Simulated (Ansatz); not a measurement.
Coupled-cluster diagnostics for Mo₃H₆S₈, Ansatz.

Geometry of the singlet (r2SCAN-D4/def2-SVP):

```xyz
17

Mo   -0.472   -0.998   -0.527
Mo    0.609    1.117   -1.148
Mo    0.393    0.395    1.547
S    -2.561   -0.604   -0.788
S     1.826    1.897    0.590
S     0.579   -2.424   -2.070
S     0.139   -2.110    1.579
S    -1.169    2.477   -1.556
S     1.885    0.575   -2.983
S    -1.385    1.507    2.441
S     1.862   -0.135    3.252
H    -0.501   -3.241   -2.196
H    -1.169   -2.107    1.951
H    -2.166    1.516   -1.398
H     1.495   -0.697   -3.306
H    -1.877    1.779    1.194
H     2.511    1.052    3.418
```

In the def2 sets Mo takes a core potential; there is no spin–orbit coupling. Correlated methods freeze 40 core orbitals; core or outer-core shells of Mo are correlated, in sets that lack core-valence functions.

(1) Estimate the CCSD(T) correlation energy, the shares of MP2 and (T), T1 and the reference's ⟨S²⟩ for: charge 0, singlet, own geometry in def2-SVP; and the rough time on 2 threads of AMD EPYC 7R13 on a shared host and a share (18 GiB) of an NVIDIA H100 80GB HBM3.

## Answers

(1) 
| state | basis | correlation (eV) | MP2 share (%) | (T) share (%) | T1 | ⟨S²⟩ (pure) | wall time | remarks |
| --- | --- | --- | --- | --- | --- | --- | --- | --- |
| charge 0, singlet, own geometry | def2-SVP | -69.286 | 99.6 | 6.7 | 0.045 | 0.00 (0.00) | 29 s | restricted SCF unstable |
Customary marks for T1 are 0.02 (closed shells), 0.045 (open shells) and about 0.05 (3d metals). T1 exceeds 0.02 in 1 of 1 rows and 0.045 in 0; the higher it lies, the less the single-reference result can be trusted.
